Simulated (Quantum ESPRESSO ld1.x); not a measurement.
Input (ld1.x (Quantum ESPRESSO 7.5)):

```
 &input
    zed=42.0,
    iswitch=1,
    rel=1,
    dft='B86BPBE',
    config='[Kr] 4d1 4f1',
    verbosity='high',
    prefix='ld1',
    max_out_wfc=37,
    file_charge='ld1.rho',
 /
```

Command: `OMP_NUM_THREADS=1 ld1.x < ld1.in > ld1.out`

Output:

```
     Program LD1 v.7.5 starts

     --------------------------- All-electron run ----------------------------

     scalar relativistic calculation

     atomic number is 42.00
     dft =B86BPBE   lsd =0 sic =0 latt =0  beta=0.20 tr2=1.0E-14
     Exchange-correlation= B86BPBE
                           (   1   4  22   4   0   0   0)
     mesh =2043 r(mesh) =  99.31835 a.u. xmin = -8.00 dx = 0.00800
     1 Ry =  13.60569312 eV, c = 137.03599908

     n l     nl                  e(Ry)          e(Ha)          e(eV)
     1 0     1S 1( 2.00)   -1461.266977586    -730.633488793 -19881.5500678
     2 0     2S 1( 2.00)    -209.960821423    -104.980410711  -2856.6625041
     2 1     2P 1( 6.00)    -188.134639822     -94.067319911  -2559.7021752
     3 0     3S 1( 2.00)     -39.119800044     -19.559900022   -532.2519944
     3 1     3P 1( 6.00)     -31.966688662     -15.983344331   -434.9289561
     4 0     4S 1( 2.00)      -8.578551147      -4.289275574   -116.7171343
     4 1     4P 1( 6.00)      -6.597784852      -3.298892426    -89.7674360
     3 2     3D 1(10.00)     -20.339767376     -10.169883688   -276.7366331
     4 2     4D 1( 1.00)      -3.716713405      -1.858356702    -50.5684620
     4 3     4F 1( 1.00)      -1.504262286      -0.752131143    -20.4665310

     final scf error:  4.3E-15 reached in  21 iterations

     Etot =   -8089.710008 Ry,   -4044.855004 Ha, -110066.111818 eV

     Ekin =    8341.843408 Ry,    4170.921704 Ha,  113496.561489 eV
     Encl =  -19343.728128 Ry,   -9671.864064 Ha, -263184.828761 eV
     Eh   =    3156.643945 Ry,    1578.321973 Ha,   42948.328819 eV
     Exc  =    -244.469233 Ry,    -122.234617 Ha,   -3326.173364 eV

     normalization and overlap integrals

     s(1S/1S) =  1.000000  <r> =   0.0352  <r2> =    0.0017  r(max) =   0.0229
     s(1S/2S) = -0.009027
     s(1S/3S) = -0.003646
     s(1S/4S) = -0.001523
     s(2S/2S) =  1.000000  <r> =   0.1537  <r2> =    0.0278  r(max) =   0.1298
     s(2S/3S) = -0.002201
     s(2S/4S) = -0.000890
     s(2P/2P) =  1.000000  <r> =   0.1339  <r2> =    0.0219  r(max) =   0.1038
     s(2P/3P) = -0.001796
     s(2P/4P) = -0.000674
     s(3S/3S) =  1.000000  <r> =   0.4285  <r2> =    0.2104  r(max) =   0.3823
     s(3S/4S) = -0.000570
     s(3P/3P) =  1.000000  <r> =   0.4302  <r2> =    0.2153  r(max) =   0.3762
     s(3P/4P) = -0.000472
     s(4S/4S) =  1.000000  <r> =   1.0792  <r2> =    1.3142  r(max) =   0.9825
     s(4P/4P) =  1.000000  <r> =   1.1793  <r2> =    1.5811  r(max) =   1.0558
     s(3D/3D) =  1.000000  <r> =   0.4144  <r2> =    0.2065  r(max) =   0.3231
     s(3D/4D) = -0.000298
     s(4D/4D) =  1.000000  <r> =   1.4737  <r2> =    2.5179  r(max) =   1.2490
     s(4F/4F) =  1.000000  <r> =   2.7678  <r2> =    8.9652  r(max) =   2.3498

     ------------------------ End of All-electron run ------------------------
```

Run on one thread of a shared host, so times are rough (Intel(R) Xeon(R) Processor @ 2.60GHz): 0.49 s of CPU time, 0.81 s wall, 21 iterations on 2043 mesh points.
